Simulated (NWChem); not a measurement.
Species: CH3BF2; SMILES CB(F)F

```xyz
7

B     -0.0037    -0.0796     0.0064
F      1.1529    -0.7224     0.0000
F     -1.0848    -0.8410    -0.0001
C     -0.0685     1.4768     0.0025
H     -1.0815     1.8629     0.1751
H      0.2813     1.8479    -0.9757
H      0.6171     1.8972     0.7542
```
Atoms are numbered in this order, from 1.

Structure relaxed at the PBE0/def2-SVP level.

 States above −ε(HOMO) = 8.7 eV lie in this functional's continuum and hang on the basis.

**Question.** List the 4 lowest vertical singlet excitations from PBE/def2-SVPD, TDA (NWChem).

**Answer.** 
```
state  energy (eV)  oscillator strength  leading excitation (squared amplitude)
-----  -----------  -------------------  --------------------------------------
S1            8.24                0.023                      HOMO → LUMO (0.96)
S2            8.48                0.071                    HOMO → LUMO+1 (0.99)
S3            8.76                0.002                    HOMO−1 → LUMO (0.99)
S4            9.23                0.004                  HOMO−1 → LUMO+1 (1.00)
```
